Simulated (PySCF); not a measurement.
C₃H₈O₂Si, SMILES OC[SiH]1COC1.

The structure is a stationary point at PBE-D3(BJ)/def2-SVP. The structure was generated by enumeration, and PubChem lists no compound with its InChIKey, so it may never have been made. Other conformers were not sampled.

Computed with PBE-D3(BJ)/def2-SVP (PySCF).

Frequencies are harmonic and unscaled.

```csv
mode,ν (cm⁻¹),IR (km/mol),moving atoms (share of kinetic energy)
1,56,2.2,"O 64 %, Si 18 %, H 10 %, C 9 %"
2,82,6.0,"O 37 %, C 25 %, H 24 %, Si 14 %"
3,129,3.2,"C 35 %, H 35 %, O 24 %"
4,205,6.6,"H 51 %, C 32 %, Si 11 %"
5,270,3.6,"O 35 %, C 26 %, H 25 %, Si 13 %"
6,341,154.4,"H 83 %, O 10 %"
7,492,11.8,"Si 39 %, C 23 %, H 21 %, O 18 %"
8,572,7.2,"H 60 %, C 34 %"
9,580,6.0,"H 70 %, C 22 %"
10,646,3.1,"H 42 %, C 42 %, Si 14 %"
11,727,15.8,"H 51 %, C 32 %, Si 16 %"
12,746,11.4,"H 41 %, C 37 %, O 13 %, Si 9 %"
13,751,39.6,"H 67 %, C 18 %, Si 13 %"
14,814,18.2,"H 57 %, C 26 %, Si 9 %"
15,850,90.4,"H 67 %, C 16 %, Si 14 %"
16,908,34.4,"C 55 %, O 27 %, H 12 %"
17,1005,99.4,"C 52 %, O 43 %"
18,1021,89.9,"O 47 %, C 42 %, H 11 %"
19,1114,36.6,H 93 %
20,1127,0.8,"H 91 %, C 9 %"
21,1141,5.9,"H 84 %, O 9 %"
22,1172,1.2,"H 72 %, C 18 %, O 10 %"
23,1204,0.2,"H 68 %, C 28 %"
24,1234,1.2,"H 76 %, C 22 %"
25,1330,37.1,"H 82 %, C 10 %"
26,1394,1.6,H 94 %
27,1401,3.7,H 94 %
28,1422,1.5,H 92 %
29,2112,155.7,H 97 %
30,2903,42.4,H 94 %
31,2914,66.5,H 94 %
32,2926,45.6,H 94 %
33,3008,21.9,"H 91 %, C 9 %"
34,3015,15.6,"H 91 %, C 9 %"
35,3019,9.7,"H 92 %, C 8 %"
36,3695,25.6,H 94 %
```
